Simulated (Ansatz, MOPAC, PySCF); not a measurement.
Pair of molecules: C2H4 (SMILES C=C) (first 6 atoms) with H4OSi (SMILES O[SiH3]); geometry from B3LYP-D3(BJ)/def2-TZVP, rigid monomers moved along the line of their centres of mass till C2···H9 is 2.76 Å.
(charge 0, multiplicity 1):
```
atom    x (Å)    y (Å)    z (Å)
----  -------  -------  -------
C      0.6359   0.5771   0.2490
C     -0.0404  -0.5603   0.1469
H      0.1645   1.4910   0.5903
H      1.6860   0.6407  -0.0089
H      0.4294  -1.4733  -0.1983
H     -1.0918  -0.6222   0.4008
O      0.6240  -0.5050   3.7612
Si    -0.6907   0.2326   4.4264
H      0.7005  -0.4646   2.7993
H     -0.7219   1.6865   4.1221
H     -0.5895   0.0341   5.8863
H     -1.9629  -0.3535   3.9306
```

Counterpoise-corrected where a basis set is named; no monomer relaxation. Rows marked so take none.

Cores are frozen in the correlated methods. Rows in 3-21G, 6-31G*, STO-3G carry no dispersion term and start afresh at each structure (6-31G* with six Cartesian d functions). MP2/6-31G* freezes PySCF's default core. The state reached by AM1, PM6 isn't checked.

The values were computed with Ansatz (a quantum-chemistry and plane-wave program); MOPAC for AM1, PM6 (differences of heats of formation); PySCF for 3-21G rows, 6-31G* rows, STO-3G rows, the dispersion terms. Values without a source in brackets are computed.

Other levels give for the interaction energy: PBE/def2-TZVPPD -113.7; B3LYP/def2-TZVPPD -82.9; B3LYP-D3(BJ)/def2-TZVPPD -153.2; wB97M-V/def2-TZVPPD -139.1; CCSD(T)/aug-cc-pV(D+d)Z -120.1 meV.

Common cheap choices:

| level | interaction energy (meV) |
|---|---|
| AM1 | -30.0 |
| PM6 | -55.1 |
| HF/STO-3G (no counterpoise) | -29.7 |
| HF/3-21G (no counterpoise) | -149.0 |
| HF/6-31G* | -84.6 |
| BP86/6-31G* (no counterpoise) | -125.8 |
| B3LYP/6-31G* | -103.6 |
| MP2/6-31G* (no counterpoise) | -173.3 |
